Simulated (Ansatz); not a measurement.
`c1csc(-c2ccc(-c3ccc(-c4ccc(-c5cccs5)s4)s3)s2)c1` with charge -1. Charge -1, multiplicity 2. Geometry PBE-D4/def2-SVP, that of the neutral singlet; atoms count from 1.

```xyz
37

C     2.885    7.115   -4.085
C     2.286    8.144   -3.383
S     1.289    7.549   -2.099
C     1.668    5.882   -2.491
C     1.101    4.800   -1.721
C     0.235    4.852   -0.628
C    -0.113    3.579   -0.121
C     0.478    2.521   -0.815
C     0.361    1.104   -0.588
C     0.944    0.043   -1.285
C     0.601   -1.228   -0.770
C    -0.252   -1.172    0.335
C    -0.806   -2.245    1.119
C    -1.674   -2.185    2.212
C    -2.020   -3.453    2.732
C    -1.420   -4.515    2.053
C    -1.542   -5.931    2.320
C    -2.029   -6.555    3.468
C    -2.015   -7.975    3.383
C    -1.515   -8.435    2.178
S    -1.072   -7.130    1.131
S    -0.407   -3.914    0.757
S    -0.625    0.496    0.729
S     1.481    3.136   -2.116
C     2.536    5.830   -3.582
H     3.557    7.279   -4.938
H     2.374    9.225   -3.547
H    -0.132    5.800   -0.211
H    -0.784    3.422    0.736
H     1.603    0.196   -2.151
H     0.963   -2.178   -1.188
H    -2.054   -1.234    2.611
H    -2.710   -3.603    3.573
H    -2.363   -5.994    4.352
H    -2.353   -8.642    4.188
H    -1.383   -9.471    1.843
H     2.907    4.884   -3.999
```

Single mean-field runs in def2-TZVP are fitted with def2-universal-jkfit.

Problem. Estimate the Mulliken populations of the heavy atoms from the PBE0/def2-TZVP orbitals of Ansatz.

Solution. 
```json
{"atom": "C1", "charge (e)": "-0.14", "spin (α − β)": "-0.05"}
{"atom": "C2", "charge (e)": "-0.22", "spin (α − β)": "0.09"}
{"atom": "S3", "charge (e)": "-0.02", "spin (α − β)": "0.03"}
{"atom": "C4", "charge (e)": "-0.02", "spin (α − β)": "-0.04"}
{"atom": "C5", "charge (e)": "0.11", "spin (α − β)": "0.13"}
{"atom": "C6", "charge (e)": "-0.15", "spin (α − β)": "-0.05"}
{"atom": "C7", "charge (e)": "-0.23", "spin (α − β)": "0.09"}
{"atom": "C8", "charge (e)": "0.04", "spin (α − β)": "0.01"}
{"atom": "C9", "charge (e)": "0.06", "spin (α − β)": "0.08"}
{"atom": "C10", "charge (e)": "-0.20", "spin (α − β)": "0.02"}
{"atom": "C11", "charge (e)": "-0.19", "spin (α − β)": "0.01"}
{"atom": "C12", "charge (e)": "0.06", "spin (α − β)": "0.08"}
{"atom": "C13", "charge (e)": "0.02", "spin (α − β)": "0.01"}
{"atom": "C14", "charge (e)": "-0.21", "spin (α − β)": "0.09"}
{"atom": "C15", "charge (e)": "-0.20", "spin (α − β)": "-0.05"}
{"atom": "C16", "charge (e)": "0.14", "spin (α − β)": "0.12"}
{"atom": "C17", "charge (e)": "0.01", "spin (α − β)": "-0.04"}
{"atom": "C18", "charge (e)": "-0.27", "spin (α − β)": "0.10"}
{"atom": "C19", "charge (e)": "-0.14", "spin (α − β)": "-0.04"}
{"atom": "C20", "charge (e)": "-0.23", "spin (α − β)": "0.09"}
{"atom": "S21", "charge (e)": "0.00", "spin (α − β)": "0.03"}
{"atom": "S22", "charge (e)": "-0.07", "spin (α − β)": "0.06"}
{"atom": "S23", "charge (e)": "-0.10", "spin (α − β)": "0.07"}
{"atom": "S24", "charge (e)": "-0.09", "spin (α − β)": "0.06"}
{"atom": "C25", "charge (e)": "-0.25", "spin (α − β)": "0.11"}
```
Mulliken values depend strongly on the basis.

Problem. Where does the spin sit?

Solution. Summed by element: C 0.77, S 0.26, H -0.03, of 1 unpaired in all. Largest on single atoms: C5 0.13, C16 0.12, C25 0.11.

Problem. And the Mayer bond orders between heavy atoms (over 0.3)?

Solution. C1–C2 1.65 (1.38 Å); C1–C25 1.33 (1.42 Å); C2–S3 1.21 (1.73 Å); S3–C4 1.28 (1.75 Å); C4–C5 1.04 (1.44 Å); C4–C25 1.44 (1.39 Å); C5–C6 1.37 (1.40 Å); C5–S24 1.21 (1.75 Å); C6–C7 1.37 (1.41 Å); C7–C8 1.33 (1.40 Å); C8–C9 1.10 (1.44 Å); C8–S24 1.24 (1.75 Å); C9–C10 1.32 (1.40 Å); C9–S23 1.23 (1.75 Å); C10–C11 1.40 (1.41 Å); C11–C12 1.32 (1.40 Å); C12–C13 1.09 (1.44 Å); C12–S23 1.22 (1.75 Å); C13–C14 1.34 (1.40 Å); C13–S22 1.25 (1.75 Å); C14–C15 1.37 (1.41 Å); C15–C16 1.44 (1.40 Å); C16–C17 0.96 (1.45 Å); C16–S22 1.20 (1.75 Å); C17–C18 1.50 (1.40 Å); C17–S21 1.28 (1.75 Å); C18–C19 1.33 (1.42 Å); C19–C20 1.64 (1.38 Å); C20–S21 1.21 (1.73 Å).
